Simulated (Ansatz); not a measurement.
Ansatz results at the PBE0-D4/def2-TZVP geometry: HOMO–LUMO gap (B3LYP/def2-TZVPP) 5.68 eV; HOMO energy (ωB97M-V/def2-TZVPP) -9.42 eV; HOMO energy (B3LYP/def2-TZVPP) -6.90 eV.

Each molecule was computed in one conformer, which needn't be the lowest.

**Question.** Which molecule gave them?
A. `[NH2][InH2]`
B. `CS[CH](O)[InH2]`
C. `C[O][In]([CH3])[SH]`
D. `[CH3][In]([Cl])[Cl]`

**Answer.** C. The others give `[NH2][InH2]`: 5.37, -9.30, -6.73; `CS[CH](O)[InH2]`: 4.96, -8.44, -6.16; `[CH3][In]([Cl])[Cl]`: 6.33, -10.69, -8.27.

B3LYP here is the variant with VWN-RPA as its local correlation; programs differ in this.
